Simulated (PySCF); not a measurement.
## Stationary points of TeH3

All numbers come from PBE0/[Te def2-TZVP with ECP28, H def2-TZVP], scalar-relativistic core potentials, density fitting, no spin–orbit coupling, PySCF.

Relaxations began from a few typed shapes; open shells are unrestricted. The search is not exhaustive: other isomers or separated fragments can lie lower, and high-lying points may rest on an excited occupation.

(1) Which is the lowest minimum found?
A. doublet Cs: Te–H 1.659 Å, Te–H 1.799 Å (×2); H–Te–H 84.0° (×2), H–Te–H 142.8°
B. doublet C2v: Te–H 1.649 Å, Te–H 1.806 Å (×2); H–Te–H 88.6° (×2), H–Te–H 177.2°
C. doublet Cs: Te–H 1.655 Å, Te–H 1.807 Å (×2); H–Te–H 75.5°, H–Te–H 92.0° (×2)
D. doublet Cs: Te–H 1.654 Å (×2); H–Te–H 90.9°
E. doublet D3h: Te–H 1.792 Å (×3); H–Te–H 120.0° (×3)

## Answers

(1) A. The others lie at 21.0 (doublet C2v, a saddle point), 25.2 (doublet Cs), 50.4 (doublet Cs, a saddle point), 88.3 (doublet D3h, a saddle point) kJ/mol above it.

For the lowest minimum: with an element this heavy the missing spin–orbit coupling can shift these numbers.
